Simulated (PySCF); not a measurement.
From one molecule to another.

First species: C6H7BrN2S.
SMILES: `CSc1nnc(Br)cc1C`

Second species: AlMe2(NEt2), C6H16AlN.
Cartesian coordinates in Å at the PBE0-D3(BJ)/def2-SVP level; atoms count from 1:
```
atom  x, y, z in Å
Al1    0.7370    1.2698   -0.0121
C2     2.5125    1.2902    0.8200
H3     3.2139    0.6204    0.2929
H4     2.4739    0.9412    1.8661
H5     2.9626    2.2957    0.8248
C6    -0.1230    2.8082   -0.8693
H7     0.5342    3.6916   -0.9045
H8    -1.0417    3.1065   -0.3349
H9    -0.4257    2.5795   -1.9054
N10   -0.1724   -0.2779    0.0107
C11    0.3427   -1.4784    0.6418
C12   -0.2734   -1.7777    2.0037
C13   -1.4728   -0.4272   -0.6155
C14   -1.4289   -1.1021   -1.9815
H15    1.4347   -1.3778    0.7631
H16    0.2035   -2.3541   -0.0217
H17   -0.0716   -0.9550    2.7077
H18   -1.3658   -1.8997    1.9384
H19    0.1388   -2.7057    2.4310
H20   -2.1578   -0.9902    0.0476
H21   -1.9328    0.5694   -0.7280
H22   -0.8206   -0.5112   -2.6847
H23   -0.9853   -2.1083   -1.9235
H24   -2.4396   -1.2079   -2.4069
```

Levels: CAM-B3LYP/def2-SVPD for HOMO energy, LUMO energy, HOMO–LUMO gap and static isotropic polarisability; TDDFT CAM-B3LYP/def2-SVPD for lowest singlet excitation; TDA CAM-B3LYP/def2-SVPD for lowest triplet excitation (Tamm–Dancoff). Geometries: PBE0-D3(BJ)/def2-SVP. All species are isolated and taken at one optimised geometry, non-relativistic unless stated. Electronic properties by PySCF.

The conformers computed, where there is a choice (atom-mapped SMILES and torsion angles):
- `[CH3:1][S:2][c:3]1[n:4][n:5][c:6]([Br:7])[cH:8][c:9]1[CH3:10]`: C1–S2–C3–N4 0°

(1) Which of the two has the higher HOMO energy, and by how much?

(2) Which of the two has the higher S1 energy, and by how much?

(3) Which of the two has the higher T1 energy, and by how much?

(4) Which has the higher LUMO energy?

(5) Which of the two has the higher static isotropic polarisability, and by how much?

(6) Which has the higher HOMO–LUMO gap?

Answers

(1) The second: -7.49 eV against -7.96 eV, a difference of 0.47 eV.

(2) The second: 5.45 eV against 4.01 eV, a difference of 1.44 eV.

(3) The second: 4.77 eV against 3.24 eV, a difference of 1.53 eV.

(4) The second: 0.49 eV against -0.57 eV, a difference of 1.06 eV.

(5) The first: 131.5 au against 108.7 au, a difference of 22.8 au.

(6) The second: 7.98 eV against 7.39 eV, a difference of 0.59 eV.

On the first: In wavenumbers S1 is 32300 cm⁻¹ (1 eV = 8065.54 cm⁻¹). The vertical singlet–triplet gap S1 − T1 is 0.77 eV (TDDFT singlet less Tamm–Dancoff triplet; S1: HOMO−1→LUMO, weight 0.97; T1: HOMO−1→LUMO, weight 0.92). The calculation is non-relativistic and has no spin–orbit coupling, an omission that weighs most on bromine.

On the second: S1 lies 2.53 eV below the HOMO–LUMO gap; its leading configuration is HOMO→LUMO, weight 0.91. The polarisability is 16.11 Å³ as a volume (1 au = 0.148185 Å³), or 1.51 au for each of the 72 electrons.
